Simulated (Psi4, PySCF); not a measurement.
C₂H₆BNO, singlet, at a GFN2-xTB geometry. Base run: HF/6-31G, TDA run with PySCF.

Here is a job for PySCF.
```python
from pyscf import gto, scf, tdscf

mol = gto.M(
    atom='''
B     0.205446    0.400760    0.183875
C    -0.639793   -0.449080   -0.829762
C    -0.841836   -1.755472   -0.721244
H    -1.087509    0.067802   -1.672924
H    -1.428103   -2.321492   -1.429916
H    -0.417137   -2.309558    0.099331
O     0.789733   -0.217345    1.244277
H     1.289248    0.358857    1.821459
N     0.342934    1.785795   -0.023714
H     0.865629    2.399681    0.578035
H    -0.077992    2.266416   -0.797550
''',
    basis='6-31g',
    charge=0,
    spin=0,
    verbose=4,
)

mf = scf.RHF(mol)
mf.kernel()
td = mf.TDA()
td.nstates = 5
td.kernel()
td.analyze()
```

Programs used: Psi4, PySCF; a row that names a program was run with it.

Variants of this job, named by their change:

```
change                           first excitation (eV)  oscillator strength of the first  second (eV)
-------------------------------  ---------------------  --------------------------------  -----------
base                                              7.91                             0.745         8.21
functional = bhandhlyp                            7.56                             0.003         7.80
nstates = 15                                      7.91                             0.745         8.21
functional = blyp                                 5.94                             0.081         6.61
functional = lc_wpbe                              7.35                             0.004         7.97
nstates = 2                                       7.91                             0.745         8.21
guess vectors = 13 for 5 states                   7.91                             0.745         8.21
functional = pbe                                  5.93                             0.080         6.71
response = full linear response                   7.48                             0.559         8.15
code = psi4                                       7.91                             0.745         8.21
functional = b3lyp                                6.86                             0.149         7.13
```

An iterative solver can miss low states, so a row lists the states that it found.
